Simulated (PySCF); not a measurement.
PySCF input file for C3H9ClOSi, SMILES C(CO)C[SiH2]Cl, TDA-PBE/def2-SVPD. Geometry optimised at ωB97X-D3(BJ)/def2-SVP. The structure was generated by enumeration, and PubChem lists no compound with its InChIKey, so it may never have been made. One conformer was computed; it need not be the lowest.

```python
import numpy as np
from pyscf import gto, scf, dft, tdscf

mol = gto.M(
    atom='''
    O    -2.63291292   -0.72963059    0.78528567
    C    -2.24666249   -0.97110796   -0.54992393
    C    -1.58972192    0.24341805   -1.20682425
    C    -0.44049966    0.83228678   -0.37743521
    Si    0.95247993   -0.37063678   -0.01658388
    Cl    2.57396345    0.71459155    0.69264968
    H    -3.30599425   -0.03901712    0.78054474
    H    -3.10022902   -1.31416212   -1.16729343
    H    -1.53473725   -1.81388247   -0.50925008
    H    -2.35704216    1.02062693   -1.37921605
    H    -1.23030903   -0.05361260   -2.20781566
    H    -0.82069648    1.19253923    0.59247433
    H     0.00079855    1.70324641   -0.89006006
    H     1.38207724   -1.07189924   -1.25977119
    H     0.59864273   -1.37351705    1.02033186
    ''',
    basis='def2-SVPD',
    charge=0,
    spin=0,
    max_memory=1600,
    verbose=4,
)
mf = dft.RKS(mol, xc='pbe').density_fit(auxbasis='def2-universal-jkfit')
mf.grids.level = 3
mf.conv_tol = 1e-9
mf.max_cycle = 100
mf.kernel()
mf.grids = dft.Grids(mol).set(level=1).build(with_non0tab=True)  # coarser grid for the response kernel
td = tdscf.TDA(mf)
td.singlet = True
td.nstates = 6
td.conv_tol = 1e-4
td.positive_eig_threshold = 1e-6
td.kernel(x0=td.get_init_guess(mf, 11))
td.analyze()
tt = tdscf.TDA(mf)
tt.singlet = False
tt.nstates = 2
tt.conv_tol = 1e-4
tt.positive_eig_threshold = 1e-6
tt.kernel(x0=tt.get_init_guess(mf, 7))
tt.analyze(verbose=3)
```

Log of the run:

```
PySCF version 2.14.0

[INPUT] verbose = 4
[INPUT] num. atoms = 15
[INPUT] num. electrons = 66
[INPUT] charge = 0
[INPUT] spin (= nelec alpha-beta = 2S) = 0
[INPUT] symmetry False subgroup None
[INPUT] Mole.unit = angstrom
[INPUT] Symbol           X                Y                Z      unit          X                Y                Z       unit  Magmom
[INPUT]  1 O     -2.632912920000  -0.729630590000   0.785285670000 AA   -4.975484328629  -1.378801987205   1.483974845846 Bohr   0.0
[INPUT]  2 C     -2.246662490000  -0.971107960000  -0.549923930000 AA   -4.245576800433  -1.835128081785  -1.039205617044 Bohr   0.0
[INPUT]  3 C     -1.589721920000   0.243418050000  -1.206824250000 AA   -3.004139043018   0.459993448276  -2.280567312984 Bohr   0.0
[INPUT]  4 C     -0.440499660000   0.832286780000  -0.377435210000 AA   -0.832423715364   1.572794071296  -0.713249176668 Bohr   0.0
[INPUT]  5 Si     0.952479930000  -0.370636780000  -0.016583880000 AA    1.799926206845  -0.700402005891  -0.031338991283 Bohr   0.0
[INPUT]  6 Cl     2.573963450000   0.714591550000   0.692649680000 AA    4.864085975141   1.350382320428   1.308918195468 Bohr   0.0
[INPUT]  7 H     -3.305994250000  -0.039017120000   0.780544740000 AA   -6.247423701887  -0.073731670969   1.475015786570 Bohr   0.0
[INPUT]  8 H     -3.100229020000  -1.314162120000  -1.167293430000 AA   -5.858583771229  -2.483406490078  -2.205864889704 Bohr   0.0
[INPUT]  9 H     -1.534737250000  -1.813882470000  -0.509250080000 AA   -2.900233075668  -3.427741090450  -0.962343180113 Bohr   0.0
[INPUT] 10 H     -2.357042160000   1.020626930000  -1.379216050000 AA   -4.454164146453   1.928705373056  -2.606340601104 Bohr   0.0
[INPUT] 11 H     -1.230309030000  -0.053612600000  -2.207815660000 AA   -2.324947115279  -0.101313130826  -4.172166930926 Bohr   0.0
[INPUT] 12 H     -0.820696480000   1.192539230000   0.592474330000 AA   -1.550891578595   2.253572537500   1.119614219535 Bohr   0.0
[INPUT] 13 H      0.000798550000   1.703246410000  -0.890060060000 AA    0.001509040797   3.218669237549  -1.681969747814 Bohr   0.0
[INPUT] 14 H      1.382077240000  -1.071899240000  -1.259771190000 AA    2.611747466595  -2.025595996729  -2.380622528717 Bohr   0.0
[INPUT] 15 H      0.598642730000  -1.373517050000   1.020331860000 AA    1.131270806162  -2.595571051921   1.928147771568 Bohr   0.0

nuclear repulsion = 362.527528309507
number of shells = 90
number of NR pGTOs = 300
number of NR cGTOs = 206
basis = def2-SVPD
ecp = {}


[settings echo left out]
init E= -943.926810555795
  HOMO = -0.326871716612276  LUMO = -0.0612116385176082  gap/eV = 7.22898
cycle= 1 E= -943.622605578327  delta_E= 0.304  |g|= 0.756  |ddm|= 4.96
  HOMO = -0.0852838379939675  LUMO = -0.012447857517115  gap/eV = 1.98197
cycle= 2 E= -943.241167216485  delta_E= 0.381  |g|= 1.53  |ddm|= 2.38
  HOMO = -0.250859152542326  LUMO = -0.0286434463971981  gap/eV = 6.04680
cycle= 3 E= -943.744399141517  delta_E= -0.503  |g|= 0.174  |ddm|= 1.71
  HOMO = -0.24305427857895  LUMO = -0.0312580377952565  gap/eV = 5.76327
cycle= 4 E= -943.750029403197  delta_E= -0.00563  |g|= 0.0764  |ddm|= 0.298
  HOMO = -0.242428438361705  LUMO = -0.0307570608062102  gap/eV = 5.75987
cycle= 5 E= -943.751371066689  delta_E= -0.00134  |g|= 0.0209  |ddm|= 0.12
  HOMO = -0.242857854864237  LUMO = -0.0306116875655795  gap/eV = 5.77551
cycle= 6 E= -943.751482094315  delta_E= -0.000111  |g|= 0.00569  |ddm|= 0.0397
  HOMO = -0.242819917810517  LUMO = -0.0305260213617484  gap/eV = 5.77681
cycle= 7 E= -943.751490985523  delta_E= -8.89e-06  |g|= 0.00145  |ddm|= 0.0107
  HOMO = -0.242906813123248  LUMO = -0.0305748610131973  gap/eV = 5.77785
cycle= 8 E= -943.751491576762  delta_E= -5.91e-07  |g|= 0.000375  |ddm|= 0.00266
  HOMO = -0.242938824251993  LUMO = -0.0305560140464407  gap/eV = 5.77923
cycle= 9 E= -943.751491615895  delta_E= -3.91e-08  |g|= 7.64e-05  |ddm|= 0.000817
  HOMO = -0.242940172250477  LUMO = -0.0305632129768307  gap/eV = 5.77907
cycle= 10 E= -943.751491617673  delta_E= -1.78e-09  |g|= 2.32e-05  |ddm|= 0.000193
  HOMO = -0.242941955488531  LUMO = -0.0305639606966599  gap/eV = 5.77910
cycle= 11 E= -943.751491617758  delta_E= -8.48e-11  |g|= 1.51e-05  |ddm|= 5.21e-05
  HOMO = -0.242939027420906  LUMO = -0.0305623179613033  gap/eV = 5.77906
Extra cycle  E= -943.751491617677  delta_E= 8.09e-11  |g|= 2.37e-05  |ddm|= 4.83e-05
converged SCF energy = -943.751491617677
tot grids = 55696
Overwritten attributes  positive_eig_threshold  of <class 'pyscf.tdscf.rks.TDA'>


******** <class 'pyscf.tdscf.rks.TDA'> for <class 'pyscf.df.df_jk.DFRKS'> ********
nstates = 6 singlet
deg_eia_thresh = 1.000e-03
wfnsym = None
conv_tol = 0.0001
eigh lindep = 1e-12
eigh level_shift = 0
eigh max_cycle = 100


Excitation energies (eV)
[5.81073254 6.26195889 6.38444555 6.63992412 6.75735701 6.78166972]

** Singlet excitation energies and oscillator strengths **
Excited State   1:      5.81073 eV    213.37 nm  f=0.0030
      33 -> 34        0.70482
Excited State   2:      6.26196 eV    198.00 nm  f=0.0062
      33 -> 35       -0.70288
Excited State   3:      6.38445 eV    194.20 nm  f=0.0050
      32 -> 34        0.70243
Excited State   4:      6.63992 eV    186.73 nm  f=0.0059
      31 -> 34        0.70031
Excited State   5:      6.75736 eV    183.48 nm  f=0.0022
      32 -> 35       -0.68720
      33 -> 36        0.14724
Excited State   6:      6.78167 eV    182.82 nm  f=0.0008
      32 -> 35        0.14483
      33 -> 36        0.68787

** Transition electric dipole moments (AU) **
state          X           Y           Z        Dip. S.      Osc.
  1         0.0513      0.0303     -0.1325      0.0211      0.0030
  2         0.1196      0.1266     -0.0992      0.0402      0.0062
  3         0.1329     -0.1191      0.0035      0.0318      0.0050
  4         0.0799      0.0263     -0.1703      0.0361      0.0059
  5         0.0156      0.1074     -0.0393      0.0133      0.0022
  6         0.0445     -0.0463     -0.0230      0.0046      0.0008

** Transition velocity dipole moments (imaginary part, AU) **
state          X           Y           Z        Dip. S.      Osc.
  1         0.0093      0.0144     -0.0199      0.0007      0.0022
  2         0.0356      0.0280     -0.0130      0.0022      0.0064
  3         0.0354     -0.0405      0.0031      0.0029      0.0082
  4         0.0245      0.0027     -0.0494      0.0030      0.0083
  5        -0.0058      0.0344     -0.0062      0.0013      0.0034
  6        -0.0053     -0.0118      0.0011      0.0002      0.0005

** Transition magnetic dipole moments (imaginary part, AU) **
state          X           Y           Z
  1         0.0508     -0.0863      0.2218
  2         0.2003     -0.2538      0.3528
  3        -0.2726      0.1055      0.9691
  4         0.2565     -0.8877      0.0149
  5         0.2450      0.0683     -0.7492
  6        -0.0381      0.0693     -0.1407


******** <class 'pyscf.tdscf.rks.TDA'> for <class 'pyscf.df.df_jk.DFRKS'> ********
nstates = 2 triplet
deg_eia_thresh = 1.000e-03
wfnsym = None
conv_tol = 0.0001
eigh lindep = 1e-12
eigh level_shift = 0
eigh max_cycle = 100


Excitation energies (eV)
[5.72108304 6.08220457]

** Triplet excitation energies and oscillator strengths **
Excited State   1:      5.72108 eV    216.71 nm  f=0.0000
Excited State   2:      6.08220 eV    203.85 nm  f=0.0000
```

The calculation finished and met its thresholds.

Cost: around 2.3 core-minutes (rough).
